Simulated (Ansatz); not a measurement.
A trace of molecular dynamics of H9NOSi2 (13 atoms, charge 0, multiplicity 1).

Method: UKS PBE0-D4/6-31G in Ansatz.

```json
{
  "ensemble": "NVE (velocity Verlet)",
  "starting velocities drawn for": "300 K",
  "seed": "483353"
}
```

```tsv
time (fs)	T (K)	potential energy less start (eV)	conserved less start (meV/atom)
0.0	300	0.000	0.00
3.0	522	-0.314	0.11
6.0	579	-0.392	0.36
9.0	769	-0.671	-0.33
12.0	465	-0.231	0.29
15.0	1042	-1.069	-1.02
18.0	1265	-1.385	-1.00
21.0	832	-0.753	0.28
24.0	1325	-1.469	-0.93
27.0	1361	-1.521	-0.90
30.0	950	-0.921	0.19
33.0	1233	-1.333	-0.48
36.0	1094	-1.130	-0.16
39.0	937	-0.905	0.14
42.0	1140	-1.197	-0.22
45.0	1185	-1.255	0.27
48.0	1358	-1.507	-0.13
51.0	1284	-1.400	-0.02
54.0	1164	-1.223	0.47
57.0	1355	-1.505	-0.41
60.0	1123	-1.168	0.14
63.0	1260	-1.363	0.13
66.0	1418	-1.597	-0.48
69.0	1124	-1.170	0.14
72.0	1143	-1.197	0.09
75.0	1259	-1.362	0.13
```

Can this run be trusted? Judge the integration.

The conserved energy stayed within 1 meV per atom of its start (net change 0.13 meV per atom), so the integration is sound. The system heated up, since it started high on the potential surface and ran downhill. A run of 0.075 ps of so small a system gives no equilibrium averages. The orbitals stay closed-shell, which can raise the energy where a bond breaks towards radicals; this wasn't checked here. Limits of this set-up: no polarisation functions. The time step was 0.5 fs.

Time of the run: 12 min on 1 thread of Arm Neoverse V2, on a shared host, peak memory 0.2 GiB.
